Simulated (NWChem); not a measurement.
System: pentafluoroethane (C₂HF₅); SMILES FC(F)C(F)(F)F

Input file for NWChem:

```
start job
memory heap 200 mb stack 900 mb global 1100 mb
geometry units angstroms noautoz
  F      0.054087    -1.453026    -1.091969
  C     -0.437280    -0.855020     0.000000
  F      0.054087    -1.453026     1.091969
  C     -0.000431     0.611282     0.000000
  F      1.318783     0.719742     0.000000
  F     -0.482250     1.219242     1.079117
  F     -0.482250     1.219242    -1.079117
  H     -1.539196    -0.923364     0.000000
end
basis spherical
  * library 6-31g*
end
dft
  xc mn15
  iterations 150
  mulliken
end
task dft gradient
```

Output (shortened):

```
             Northwest Computational Chemistry Package (NWChem) 7.3.0
             --------------------------------------------------------

 CS  symmetry detected

                             Geometry "geometry" -> ""
                             -------------------------

 Output coordinates in angstroms (scale by  1.889725989 to convert to a.u.)

  No.       Tag          Charge          X              Y              Z
 ---- ---------------- ---------- -------------- -------------- --------------
    1 F                    9.0000     0.03640180     1.45157559    -1.09196900
    2 C                    6.0000    -0.44761779     0.84760727     0.00000000
    3 F                    9.0000     0.03640180     1.45157559     1.09196900
    4 C                    6.0000     0.00712425    -0.61324463     0.00000000
    5 F                    9.0000     1.32756560    -0.70556900     0.00000000
    6 F                    9.0000    -0.46722637    -1.22704948     1.07911700
    7 F                    9.0000    -0.46722637    -1.22704948    -1.07911700
    8 H                    1.0000    -1.55028696     0.90247513     0.00000000

 Effective nuclear repulsion energy (a.u.)     361.4708571525

      Symmetry information
      --------------------

 Group name             Cs
 Group number              2
 Group order               2
 No. of unique centers     6

                                 NWChem DFT Module
                                 -----------------

 Summary of "ao basis" -> "ao basis" (spherical)
 ------------------------------------------------------------------------------
       Tag                 Description            Shells   Functions and Types
 ---------------- ------------------------------  ------  ---------------------
 F                           6-31g*                  6       14   3s2p1d
 C                           6-31g*                  6       14   3s2p1d
 H                           6-31g*                  2        2   2s

      Symmetry analysis of basis
      --------------------------

        a'         60
        a"         40

            General Information
            -------------------
          SCF calculation type: DFT
          Wavefunction type:  closed shell.
          No. of atoms     :     8
          No. of electrons :    58
           Alpha electrons :    29
            Beta electrons :    29
          Charge           :     0
          Spin multiplicity:     1
          Use of symmetry is: on ; symmetry adaption is: on
          Maximum number of iterations: 150
          AO basis - number of functions:   100
                     number of shells:    44
          Convergence on energy requested:  1.00D-06
          Convergence on density requested:  1.00D-05
          Convergence on gradient requested:  5.00D-04

              XC Information
              --------------
                         MN15 Method XC Functional
                     Hartree-Fock (Exact) Exchange  0.440
                          MN15 Exchange Functional  1.000
                        MN15 Correlation Potential  1.000

             Grid Information
             ----------------
          Grid used for XC integration:  medium
          Radial quadrature: Mura-Knowles
          Angular quadrature: Lebedev.
          Tag              B.-S. Rad. Rad. Pts. Rad. Cut. Ang. Pts.
          ---              ---------- --------- --------- ---------
          F                   0.50       49           9.0       434
          C                   0.70       49           7.0       434
          H                   0.35       45           7.0       434
          Grid pruning is: on
          Number of quadrature shells:   290
          Spatial weights used:  Erf1

      Superposition of Atomic Density Guess
      -------------------------------------

 Sum of atomic energies:        -572.68040095

      Non-variational initial energy
      ------------------------------

 Total energy =    -574.829332
 1-e energy   =   -1518.673839
 2-e energy   =     582.373650
 HOMO         =      -0.337509
 LUMO         =       0.214865

      Symmetry analysis of molecular orbitals - initial
      -------------------------------------------------

  Numbering of irreducible representations:

     1 a'          2 a"

  Orbital symmetries:

     1 a'          2 a'          3 a"          4 a'          5 a"
     6 a'          7 a'          8 a'          9 a'         10 a"
    11 a'         12 a"         13 a'         14 a'         15 a'
    16 a"         17 a'         18 a"         19 a'         20 a'
    21 a"         22 a'         23 a"         24 a"         25 a'
    26 a"         27 a"         28 a'         29 a'         30 a"
    31 a'         32 a'         33 a'         34 a'         35 a"
    36 a'         37 a'         38 a'         39 a"

     ---------------------------------------------
      Total Density - Mulliken Population Analysis
     ---------------------------------------------

    Atom       Charge   Shell Charges
 -----------   ------   -------------------------------------------------------
    1 F    9     9.48   2.00  0.94  3.42  1.01  2.11  0.01
    2 C    6     5.17   2.00  0.66  1.46  0.44  0.51  0.09
    3 F    9     9.48   2.00  0.94  3.42  1.01  2.11  0.01
    4 C    6     4.49   2.00  0.63  1.24  0.22  0.27  0.13
    5 F    9     9.49   2.00  0.94  3.42  1.01  2.11  0.01
    6 F    9     9.49   2.00  0.94  3.42  1.01  2.11  0.01
    7 F    9     9.49   2.00  0.94  3.42  1.01  2.11  0.01
    8 H    1     0.90   0.50  0.40

   convergence    iter        energy       DeltaE   RMS-Dens  Diis-err
 ---------------- ----- ----------------- --------- --------- ---------
 d= 0,ls=0.0,diis     1   -575.2512666667 -9.37D+02  1.68D-02  3.31D+00
 d= 0,ls=0.0,diis     2   -575.1998486757  5.14D-02  8.83D-03  3.77D+00
 d= 0,ls=0.0,diis     3   -575.5057019763 -3.06D-01  1.61D-03  1.32D-01
 d= 0,ls=0.0,diis     4   -575.5147965912 -9.09D-03  4.53D-04  7.50D-03
 d= 0,ls=0.0,diis     5   -575.5154379423 -6.41D-04  7.79D-05  1.05D-04
  Resetting Diis
 d= 0,ls=0.0,diis     6   -575.5154434930 -5.55D-06  3.34D-05  5.58D-05
 d= 0,ls=0.0,diis     7   -575.5154477267 -4.23D-06  6.89D-06  5.24D-07
 d= 0,ls=0.0,diis     8   -575.5154477435 -1.68D-08  3.06D-06  4.54D-07

         Total DFT energy =     -575.515447743499
      One electron energy =    -1518.746946066901
           Coulomb energy =      644.929391334520
    Exchange-Corr. energy =      -63.168750163659
 Nuclear repulsion energy =      361.470857152541

 Numeric. integr. density =       57.999996006004

                  Occupations of the irreducible representations
                  ----------------------------------------------

                     irrep           alpha         beta
                     --------     --------     --------
                     a'               18.0         18.0
                     a"               11.0         11.0

                       DFT Final Molecular Orbital Analysis
                       ------------------------------------

 Vector   27  Occ=2.000000D+00  E=-4.668004D-01  Symmetry=a"
              MO Center= -7.9D-02,  4.3D-01, -6.2D-11, r^2= 3.3D+00
   Bfn.  Coefficient  Atom+Function         Bfn.  Coefficient  Atom+Function
  ----- ------------  ---------------      ----- ------------  ---------------
     5      0.300843  1 F  pz                33      0.300843  3 F  pz
     4      0.210055  1 F  py                32     -0.210055  3 F  py
     9      0.199840  1 F  pz                37      0.199840  3 F  pz
    75     -0.193363  6 F  pz                89     -0.193363  7 F  pz
    74     -0.168245  6 F  py                88      0.168245  7 F  py

 Vector   28  Occ=2.000000D+00  E=-4.663355D-01  Symmetry=a'
              MO Center= -2.5D-01,  7.9D-01,  6.2D-11, r^2= 2.6D+00
   Bfn.  Coefficient  Atom+Function         Bfn.  Coefficient  Atom+Function
  ----- ------------  ---------------      ----- ------------  ---------------
     3      0.321950  1 F  px                31      0.321950  3 F  px
    20      0.227977  2 C  s                  7      0.219358  1 F  px
    35      0.219358  3 F  px                 4      0.191950  1 F  py
    32      0.191950  3 F  py                99      0.174297  8 H  s
    17     -0.167969  2 C  px                74     -0.164273  6 F  py

 Vector   29  Occ=2.000000D+00  E=-3.971827D-01  Symmetry=a'
              MO Center= -2.2D-01,  5.0D-01,  4.5D-15, r^2= 2.5D+00
   Bfn.  Coefficient  Atom+Function         Bfn.  Coefficient  Atom+Function
  ----- ------------  ---------------      ----- ------------  ---------------
    46      0.285516  4 C  py                18     -0.245764  2 C  py
    17      0.230670  2 C  px                 3     -0.224596  1 F  px
    31     -0.224596  3 F  px               100     -0.220502  8 H  s
     4      0.216068  1 F  py                32      0.216068  3 F  py
    48      0.209554  4 C  s                 74     -0.181660  6 F  py

[...]

                         DFT ENERGY GRADIENTS

    atom               coordinates                        gradient
                 x          y          z           x          y          z
   1 F       0.068789   2.743080  -2.063522   -0.002492  -0.000417   0.004073
   2 C      -0.845875   1.601745   0.000000    0.010759   0.001201   0.000000
   3 F       0.068789   2.743080   2.063522   -0.002492  -0.000417  -0.004073
   4 C       0.013463  -1.158864   0.000000    0.000372  -0.001850   0.000000
   5 F       2.508735  -1.333332   0.000000   -0.005073  -0.001188   0.000000
   6 F      -0.882930  -2.318787   2.039235    0.001939   0.001049  -0.004452
   7 F      -0.882930  -2.318787  -2.039235    0.001939   0.001049   0.004452
   8 H      -2.929618   1.705431   0.000000   -0.004952   0.000574   0.000000
```

Level: MN15/6-31G* (spherical d). Structure relaxed at the PBE0/def2-SVP level.
